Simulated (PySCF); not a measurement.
O2S2, SMILES O=S(=O)=S.

Geometry optimised at B3LYP-D3(BJ)/def2-SVP.

Computed with TDA-CAM-B3LYP/def2-SVPD (PySCF 2.14.0).

Vertical excitations.  State labels are in the subgroup C2v.

Problem. Estimate the UV-visible absorptions. (The exact figures need the calculation; the answer reports its results.)

Solution. 
```
state  symmetry  energy (eV)  λ (nm)      f                                              main pairs
-----  --------  -----------  ------  -----  ------------------------------------------------------
S1           A2         3.16     392  0.000                                          HOMO→LUMO 99 %
S2           B2         4.33     286  0.000                                        HOMO→LUMO+1 97 %
S3           B1         4.86     255  0.002                                      HOMO−1→LUMO+1 98 %
S4           A1         5.12     242  0.118                                        HOMO−1→LUMO 81 %
S5           A2         5.40     230  0.000                                        HOMO−2→LUMO 99 %
S6           B1         5.71     217  0.001                                        HOMO−4→LUMO 98 %
S7           B2         6.45     192  0.013                    HOMO−2→LUMO+1 51 %, HOMO−3→LUMO 42 %
S8           A2         6.72     184  0.000                                      HOMO−3→LUMO+1 96 %
S9           B2         7.34     169  0.032  HOMO−3→LUMO 36 %, HOMO−2→LUMO+1 25 %, HOMO→LUMO+2 23 %
S10          B2         7.42     167  0.070                    HOMO→LUMO+2 63 %, HOMO−2→LUMO+1 20 %
T1           A2         2.81     441      0                                          HOMO→LUMO 99 %
T2           A1         3.09     402      0                                        HOMO−1→LUMO 99 %
T3           B2         3.61     344      0                                        HOMO→LUMO+1 94 %
T4           B1         4.23     293      0                                      HOMO−1→LUMO+1 94 %
```
Triplets are in the Tamm–Dancoff approximation.
